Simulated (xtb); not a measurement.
ZrIH3, SMILES [ZrH3][I], multiplicity 1. All values are semi-empirical tight-binding results from xtb (GFN2-xTB unless named), good for trends rather than for accurate numbers. The structure is a stationary point at GFN2-xTB. The multiplicity is an assumed one; no other spin state was optimised. The structure was generated by enumeration; whether it is a known compound was not checked.

Optimised geometry:

Bonds (Å): Zr1–I2 2.879, Zr1–H3 1.843, Zr1–H4 1.843, Zr1–H5 1.843. Angles (°): I2–Zr1–H3 101.4, I2–Zr1–H4 101.4, I2–Zr1–H5 101.4, H3–Zr1–H4 116.2, H3–Zr1–H5 116.2, H4–Zr1–H5 116.2.
Charge 0, spin multiplicity 1.

For metal compounds this method's bond lengths and energies can be far off.

point group as xtb finds it: C3v
orbital gap: 2.39 eV
zero-point energy: 9.5 kcal/mol
G − E(el) at 298.15 K (modified RRHO): -8.3 kcal/mol

Computed atomic charges and the Wiberg bond orders between heavy atoms:
charges (e) Zr1 1.19, I2 -0.22, H3 -0.33, H4 -0.33, H5 -0.33. Bond orders Zr1–I2 1.12.
